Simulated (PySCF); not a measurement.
# Scalar relativity in Al²⁺ (aluminium, charge +2)

[Ne] 3s1, 2S determinant; PBE calculated with PySCF 2.14 in dyall-av3z (19s12p3d2f, 84 functions), once non-relativistic with a point nucleus and once with spin-free X2C-1e and a Gaussian nucleus.

```
shell  ε non-rel. (eV)  rms r non-rel. (bohr, spins averaged)
 1s α          -1528.8                                 0.1398
 1s β          -1528.7                                 0.1398
 2s α          -128.34                                 0.6858
 2s β          -128.10                                 0.6858
 2p α          -90.328                                 0.6772
 2p β          -90.078                                 0.6772
 3s α          -24.437                                  2.348
```

How does scalar relativity move these shells?

1s α: ε -1531.7 eV, radius -0.33 %; 1s β: ε -1531.6 eV, radius -0.33 %; 2s α: ε -128.78 eV, radius -0.27 %; 2s β: ε -128.54 eV, radius -0.27 %; 2p α: ε -90.288 eV, radius -0.05 %; 2p β: ε -90.038 eV, radius -0.05 %; 3s α: ε -24.479 eV, radius -0.17 %.

The total energy goes from -241.3232 to -241.7651 hartree.

Ionisation energy, Al²⁺ [Ne] 3s1 (2S) → Al³⁺ [Ne] (1S) (eV):

```json
{"method": "UHF", "non-relativistic": "28.040", "spin-free X2C": "28.089", "shift": "0.049"}
{"method": "LDA", "non-relativistic": "28.819", "spin-free X2C": "28.870", "shift": "0.052"}
{"method": "PBE", "non-relativistic": "28.821", "spin-free X2C": "28.872", "shift": "0.051"}
{"method": "PBE0", "non-relativistic": "28.683", "spin-free X2C": "28.734", "shift": "0.051"}
{"method": "r2SCAN", "non-relativistic": "28.380", "spin-free X2C": "28.430", "shift": "0.051"}
```

Relativity contracts and stabilises s shells directly. The contracted s shells screen the nucleus better, so for spin-averaged p shells the direct and indirect effects partly cancel.
